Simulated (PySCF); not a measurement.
VOF3, SMILES [O]=[V]([F])([F])[F], multiplicity 1. Atoms are numbered in the order given.

```xyz
5

V      0.0000     0.0000    -0.0387
O      0.0000     0.0000    -1.5841
F     -1.4034     0.8102     0.5023
F      1.4034     0.8102     0.5023
F      0.0000    -1.6205     0.5023
```

Geometry: B3LYP-D3(BJ)/def2-SVP. The multiplicity is an assumed one; other spin states were not compared.

Two levels are set side by side: PBE/pcSseg-1 (PySCF) and KT2/pcSseg-1 (PySCF). GIAO shifts against CFCl3 (¹⁹F), H2O (¹⁷O) at the same level; non-relativistic, no solvent, atoms listed together averaged. Differences are taken from unrounded values.

```csv
quantity,KT2
δ(¹⁷O) of O2 (ppm),1180.9
"δ(¹⁹F) of F3, F4, F5 (ppm)",329.4
```

### Question
What does PBE give, and how far is it from KT2? (Estimate from the structure and the level; the computed values follow.)

### Answer

```csv
quantity,PBE,PBE minus KT2
δ(¹⁷O) of O2 (ppm),1188.8,7.9
"δ(¹⁹F) of F3, F4, F5 (ppm)",337.1,7.8
```

Rough cost on one machine, each run with all the roots and properties that it gave: KT2 against PBE within a factor of 2.
